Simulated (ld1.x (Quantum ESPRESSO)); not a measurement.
# zinc: PAW pseudisation with PBE, scalar-relativistic reference atom.

zinc (Zn), PAW, made with ld1.x (Quantum ESPRESSO) 7.5 (PBE, scalar-relativistic). Core [Ar], reference 3d10 4s2 4p0. Waves: 4s (bound): rcut 1.80, rcutus 2.40 bohr; 4s channel at 0.2 Ry: rcut 1.80, rcutus 2.40 bohr; 4p (bound, empty): rcut 3.15, rcutus 3.45 bohr; 4p channel at 0.6 Ry: rcut 3.15, rcutus 3.45 bohr; 3d (bound): rcut 1.10, rcutus 1.35 bohr; 3d channel at -0.1 Ry: rcut 1.10, rcutus 1.35 bohr. Local part: all-electron potential smoothed inside 2.75 bohr (lloc = -2). Core correction: Bessel-smoothed model core inside 0.70 bohr. Augmentation charge: BESSEL, radius 0.80 bohr.

All-electron outer shells of the reference configuration (PBE, scalar-relativistic, ld1.x):

```
shell  level (eV)  outermost node (bohr)  outermost maximum (bohr)
   3s     -129.23                   0.28                      0.59
   3p      -83.40                   0.25                      0.59
   3d      -10.14                      –                      0.57
   4s       -5.98                   0.85                      2.09
   4p       -1.12                   0.92                      3.08
```

Calculated quality:

| Item | Value |
| --- | --- |
| Cutoffs needed | 70 Ry and 110 Ry (the cutoffs (Ry, on a coarse ladder) from which the occupation-weighted sum of valence levels, in a spherical-Bessel basis at the reference potential, stays within 10 and 1 mRy of its value at 400 Ry) |
| Ghost test | no extra level below or beside the all-electron valence levels (s, p, d, f tested) (spherical-Bessel basis up to 400 Ry, 20 bohr box) |
| Largest excitation error | -258 meV (all-electron minus pseudo) for 3d9 4s0 4p0, out of 7 test configurations |
| Lowest eigenvalue of the overlap operator | 0.41 (s channel) |

Generation and tests took about 1.9 s on one core of a shared server CPU.
